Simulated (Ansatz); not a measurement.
Ansatz (a quantum-chemistry and plane-wave program) input (B3LYP-D3(BJ)/def2-TZVP):

Ansatz 0.2 input:
```yaml
crystal:
  periodic: [false, false, false]
  atoms:
    - {symbol: Ru, position_ang: [-0.19461994, -0.87381305, -0.91858702]}
    - {symbol: O, position_ang: [-0.07934938, 2.13209333, -0.93149440]}
    - {symbol: C, position_ang: [-0.18893918, 1.02260528, -1.19371884]}
    - {symbol: O, position_ang: [0.29927280, -0.99088909, 2.04925794]}
    - {symbol: C, position_ang: [0.08415350, -1.21279145, 0.94663018]}
basis:
  gaussian:
    orbitals: def2-TZVP
hamiltonian:
  xc: b3lyp
  dispersion: d3bj
magnetization: {spin_polarized: true, initial_magnetization: 2}
relax: {f_tol: 0.002, max_steps: 150}
```

Output:

```
Functional definition: B3LYP
integrals: 0.07 GiB planned
1040 factors; their error is unknown
mean field: 0.90 GiB planned
mean field evaluation 1: about -8747.6690 eV, gradient 4.1e1 eV
mean field evaluation 2: about -8737.5673 eV, gradient 6.8e1 eV
mean field evaluation 4: about -8753.3993 eV, gradient 8.5e0 eV
mean field evaluation 8: about -8753.6612 eV, gradient 2.1e-1 eV
mean field evaluation 16: about -8753.6898 eV, gradient 2.9e-3 eV
mean field evaluation 32: about -8753.6898 eV, gradient 1.4e-5 eV
mean field -8753.68980241 eV, -321.6921667746 hartree, gradient 4.1e-6 eV, S^2 2.013513; 6 other end points of the search recorded, 0 dependent functions left out
the calculation of the forces begins
reference -8753.69005103 eV, -321.6921759110 hartree; 23, 21 occupied and 141, 143 virtual orbitals, 1040 factors
relax step   1: F+E_penalty+E_count = -8753.92082589 eV  Δ(F+E_penalty+E_count) = +0.000e0 eV  max|allowed force component| = 1.360e0 eV/Å  Δτ_max = 0.0000 Å  (100 SCF iters, accepted)
these checks for a lower state are left out or cut short: starts, cluster_reference, orbital_swaps, neighbouring_geometries, increment
integrals: 0.07 GiB planned
1040 factors; their error is unknown
mean field: 0.91 GiB planned
mean field -8753.84791538 eV, -321.6979773190 hartree, gradient 9.3e-6 eV, S^2 2.012596; 0 other end points of the search recorded, 0 dependent functions left out
the calculation of the forces begins
reference -8753.84816575 eV, -321.6979865198 hartree; 23, 21 occupied and 141, 143 virtual orbitals, 1040 factors
relax step   2: F+E_penalty+E_count = -8754.08474009 eV  Δ(F+E_penalty+E_count) = -1.639e-1 eV  max|allowed force component| = 6.584e-1 eV/Å  Δτ_max = 0.1268 Å  (59 SCF iters, accepted)
these checks for a lower state are left out or cut short: starts, cluster_reference, orbital_swaps, neighbouring_geometries, increment
integrals: 0.07 GiB planned
1040 factors; their error is unknown
mean field: 0.91 GiB planned
mean field evaluation 64: about -8753.8872 eV, gradient 5.6e-5 eV
mean field -8753.88716657 eV, -321.6994197737 hartree, gradient 3.9e-5 eV, S^2 2.011926; 0 other end points of the search recorded, 0 dependent functions left out
the calculation of the forces begins
reference -8753.88741730 eV, -321.6994289880 hartree; 23, 21 occupied and 141, 143 virtual orbitals, 1040 factors
relax step   3: F+E_penalty+E_count = -8754.12367949 eV  Δ(F+E_penalty+E_count) = -3.894e-2 eV  max|allowed force component| = 2.106e-1 eV/Å  Δτ_max = 0.0539 Å  (52 SCF iters, accepted)
these checks for a lower state are left out or cut short: starts, cluster_reference, orbital_swaps, neighbouring_geometries, increment
integrals: 0.07 GiB planned
1040 factors; their error is unknown
mean field: 0.90 GiB planned
mean field -8753.90139576 eV, -321.6999426865 hartree, gradient 7.9e-6 eV, S^2 2.011650; 0 other end points of the search recorded, 0 dependent functions left out
the calculation of the forces begins
reference -8753.90164744 eV, -321.6999519357 hartree; 23, 21 occupied and 141, 143 virtual orbitals, 1040 factors
relax step   4: F+E_penalty+E_count = -8754.13632314 eV  Δ(F+E_penalty+E_count) = -1.264e-2 eV  max|allowed force component| = 1.982e-1 eV/Å  Δτ_max = 0.1020 Å  (61 SCF iters, accepted)
these checks for a lower state are left out or cut short: starts, cluster_reference, orbital_swaps, neighbouring_geometries, increment
integrals: 0.07 GiB planned
1040 factors; their error is unknown
mean field: 0.90 GiB planned
mean field -8753.90800670 eV, -321.7001856344 hartree, gradient 2.2e-5 eV, S^2 2.012071; 0 other end points of the search recorded, 0 dependent functions left out
the calculation of the forces begins
reference -8753.90825811 eV, -321.7001948735 hartree; 23, 21 occupied and 141, 143 virtual orbitals, 1040 factors
relax step   5: F+E_penalty+E_count = -8754.14120886 eV  Δ(F+E_penalty+E_count) = -4.886e-3 eV  max|allowed force component| = 1.813e-1 eV/Å  Δτ_max = 0.0413 Å  (50 SCF iters, accepted)
these checks for a lower state are left out or cut short: starts, cluster_reference, orbital_swaps, neighbouring_geometries, increment
integrals: 0.07 GiB planned
1040 factors; their error is unknown
mean field: 0.90 GiB planned
mean field -8753.90833926 eV, -321.7001978557 hartree, gradient 1.3e-5 eV, S^2 2.012074; 0 other end points of the search recorded, 0 dependent functions left out
the calculation of the forces begins
reference -8753.90859071 eV, -321.7002070962 hartree; 23, 21 occupied and 141, 143 virtual orbitals, 1040 factors
relax step   6: F+E_penalty+E_count = -8754.14149268 eV  Δ(F+E_penalty+E_count) = -2.838e-4 eV  max|allowed force component| = 4.526e-2 eV/Å  Δτ_max = 0.0023 Å  (53 SCF iters, accepted)
these checks for a lower state are left out or cut short: starts, cluster_reference, orbital_swaps, neighbouring_geometries, increment
integrals: 0.07 GiB planned
1040 factors; their error is unknown
mean field: 0.90 GiB planned
mean field -8753.90850745 eV, -321.7002040366 hartree, gradient 1.3e-5 eV, S^2 2.012112; 0 other end points of the search recorded, 0 dependent functions left out
the calculation of the forces begins
reference -8753.90875896 eV, -321.7002132791 hartree; 23, 21 occupied and 141, 143 virtual orbitals, 1040 factors
relax step   7: F+E_penalty+E_count = -8754.14153431 eV  Δ(F+E_penalty+E_count) = -4.163e-5 eV  max|allowed force component| = 1.644e-3 eV/Å  Δτ_max = 0.0043 Å  (49 SCF iters, accepted)
integrals: 0.07 GiB planned
1040 factors; their error is unknown
mean field: 0.90 GiB planned
mean field evaluation 96: about -8753.8808 eV, gradient 1.4e-1 eV
mean field -8753.90850745 eV, -321.7002040366 hartree, gradient 2.6e-5 eV, S^2 2.012112; 5 other end points of the search recorded, 0 dependent functions left out
the calculation of the forces begins
reference -8753.90875896 eV, -321.7002132791 hartree; 23, 21 occupied and 141, 143 virtual orbitals, 1040 factors
Total energy: -8754.14178582 eV, -321.7087768583 hartree
Atom 0 at    -0.204012    -0.872465    -0.915566 Å, force     0.000866    -0.000832    -0.000724 eV/Å
Atom 1 at    -0.101632     2.143206    -1.017048 Å, force     0.000610    -0.000522    -0.000435 eV/Å
Atom 2 at    -0.159848     0.997675    -1.094779 Å, force    -0.001117     0.001644     0.000195 eV/Å
Atom 3 at     0.289197    -1.075258     2.056089 Å, force     0.000595    -0.000380    -0.000536 eV/Å
Atom 4 at     0.096812    -1.115953     0.923392 Å, force    -0.000953     0.000089     0.001500 eV/Å
Dipole moment:    -0.101999    -0.481335    -0.491105 e Å
```

The spin state was set by rule; other spins were not relaxed.
